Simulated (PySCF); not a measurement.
# UHF on Fe (iron, neutral)

Configuration: [Ar] 3d6 4s2, high-spin 5D determinant. Calculation: PySCF 2.14, in aug-cc-pwCVTZ-DK (10s9p7d4f3g, 127 functions); the spin-free X2C one-electron Hamiltonian (Gaussian nucleus).

| Property | Result |
| --- | --- |
| Total energy | -1271.348135 hartree |
| One-electron energy | -1756.0481 hartree |
| Hartree (Coulomb) energy | 539.6840 hartree |
| Exchange energy | -54.9841 hartree |
| ⟨S²⟩ | 6.0167 |
| ⟨L²⟩ | 6.019 |
| Sum of ⟨r⟩ | 21.79 bohr |
| Sum of ⟨r²⟩ | 40.78 bohr² |
| Traceless quadrupole moment −½Σ⟨3z² − r²⟩ along its main axis | 0.244 e·bohr² |
| Langevin diamagnetic susceptibility | -32.3 ×10⁻⁶ cm³/mol |

| shell | electrons | mean orbital energy (hartree) | spread (hartree) | rms radius, mean of both spins (bohr) |
| --- | --- | --- | --- | --- |
| 1s β | 1 | -263.67369 | 0 | 0.0675 |
| 1s α | 1 | -263.67330 | 0 | 0.0675 |
| 2s α | 1 | -32.49574 | 0 | 0.288 |
| 2s β | 1 | -32.37740 | 0 | 0.288 |
| 2p α | 3 | -27.56176 | 0.03231 | 0.260 |
| 2p β | 3 | -27.44598 | 0.00035 | 0.260 |
| 3s α | 1 | -4.42698 | 0 | 0.871 |
| 3s β | 1 | -4.07289 | 0 | 0.871 |
| 3p α | 3 | -2.97094 | 0.07346 | 0.936 |
| 3p β | 3 | -2.54483 | 0.05552 | 0.936 |
| 3d α | 5 | -0.67277 | 0.08655 | 1.23 |
| 3d β | 1 | -0.46743 | 0 | 1.23 |
| 4s α | 1 | -0.28185 | 0 | 3.49 |
| 4s β | 1 | -0.24454 | 0 | 3.49 |

Densities and radii are taken from the X2C orbitals without a picture-change correction, which distorts them close to the nucleus.

Spin-orbit constants ζ (cm⁻¹) from the X2C one-electron operator on these orbitals: bare nucleus, nucleus screened by l(l+1)(2l+1)/3 electrons, and screened by the Breit-Pauli mean field of the electrons.

```tsv
shell	bare	screened nucleus	mean field
2p	70650	65220	n/a
3p	8571	7912	n/a
3d	766.4	471.7	n/a
```

To first order the Landé constant is A = -117.9 cm⁻¹, so the lowest level has J = 4 and lies 0.0585 eV below the centre of the term. This holds in LS coupling only.
